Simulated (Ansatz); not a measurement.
`C[O][Bi]([Cl])[Cl]` + fluoromethane → `C[O][Bi]([F])[Cl]` + `CCl`  (formal exchange of groups at a Bi–Cl bond)

Computed with Ansatz on PBE0-D4/def2-TZVP structures; ΔE is electronic, products minus reactants. CCSD(T)/CBS adds triple-zeta CCSD(T) − MP2 to the extrapolated MP2 energy (def2 sets, frozen cores). This one scheme is used for every species. DFT in def2-TZVPP. B3LYP here is the variant with VWN-RPA as its local correlation; programs differ in this. HSE06 is defined as in plane-wave codes. Elements past krypton have def2 core potentials. For Bi outer-core shells are correlated without core-valence functions, which leaves a few kJ/mol of doubt a bond. Each species was taken in one conformer, which may not be the lowest.

`C[O][Bi]([Cl])[Cl]`:

```xyz
8

C     0.177    0.335    1.082
O    -1.067    0.073    0.467
Bi   -1.241   -0.517   -1.466
Cl    0.204    1.179   -2.455
Cl    0.422   -2.300   -1.413
H     0.709    1.153    0.583
H    -0.024    0.627    2.115
H     0.820   -0.551    1.087
```

`CF`:

Cartesian coordinates in Å:
```
C 0.026 0.031 0.046
F -0.558 -0.673 -0.983
H -0.756 0.412 0.706
H 0.598 0.864 -0.371
H 0.690 -0.634 0.602
```

`C[O][Bi]([F])[Cl]`:

```xyz
8

C    -0.308    0.060    1.088
O    -0.123   -1.097    0.295
Bi    0.496   -1.012   -1.629
F     2.034    0.235   -1.292
Cl   -1.010    0.737   -2.402
H    -0.618   -0.271    2.082
H     0.617    0.638    1.181
H    -1.088    0.709    0.677
```

`CCl`:

```xyz
5

C     0.002    0.146   -0.004
Cl   -0.019   -1.626    0.048
H    -0.921    0.491   -0.464
H     0.859    0.466   -0.592
H     0.080    0.523    1.013
```

```csv
level,ΔE (kJ/mol),difference from CCSD(T)/CBS
LDA (SPW92),8.5,3.0
PBE-D4,6.3,0.8
revPBE-D4,4.4,-1.1
BLYP-D4,7.2,1.7
r2SCAN-D4,6.9,1.4
B97M-V,6.8,1.3
PBE0-D4,12.6,7.1
B3LYP-D4,12.4,6.9
r2SCANh-D4,9.4,3.9
r2SCAN0-D4,12.7,7.2
HSE06-D4,13.3,7.8
BHLYP-D4,19.6,14.1
CAM-B3LYP-D4,8.3,2.8
ωB97X-V,5.3,-0.2
ωB97M-V,7.3,1.8
B2PLYP,7.6,2.1
PBE-QIDH,11.8,6.3
PBE,3.8,-1.7
revPBE,2.7,-2.8
BLYP,3.0,-2.5
r2SCAN,6.3,0.8
PBE0,10.2,4.7
B3LYP,8.3,2.8
r2SCANh,8.6,3.1
BHLYP,14.3,8.8
CAM-B3LYP,5.6,0.1
LC-ωPBE,-1.1,-6.6
RPA@PBE/def2-TZVPP,9.7,4.2
HF/def2-SVP,42.8,37.3
MP2/def2-SVP,17.8,12.3
CCSD/def2-SVP,24.3,18.8
HF/def2-TZVPP,23.1,17.6
MP2/def2-TZVPP,9.6,4.1
CCSD/def2-TZVPP,11.8,6.3
CCSD(T)/def2-TZVPP,10.3,4.8
HF/def2-QZVPP,19.6,14.1
MP2/def2-QZVPP,5.6,0.1
SCS-MP2/def2-QZVPP,5.3,-0.2
MP2/CBS(def2),4.8,-0.7
CCSD/CBS(def2),7.0,1.5
CCSD(T)/CBS,5.5,0
```

(1) What do rigid-rotor, harmonic-oscillator terms from PBE0-D4/def2-TZVP frequencies (298.15 K, 1 bar) make of the CCSD(T)/CBS value? (An estimate is asked.)

Largest T1 diagnostic among the species: 0.015.

Results:

(1) Computed: ΔZPE = -2.1 kJ/mol, ΔH = +2.9 kJ/mol, ΔS = 2 J/(mol·K), ΔG = +2.3 kJ/mol.

At CCSD(T), def2-SVP lies +18.0 kJ/mol from the extrapolated value and def2-TZVPP +4.8 kJ/mol. From r2SCAN to r2SCAN0 (25 % exact exchange), in def2-TZVPP and without D4, ΔE moves by +5.6 kJ/mol. In def2-TZVPP, CCSD(T) changes the Hartree–Fock value by −12.8 kJ/mol (the triples alone add −1.5 kJ/mol) and MP2 by −13.5 kJ/mol.
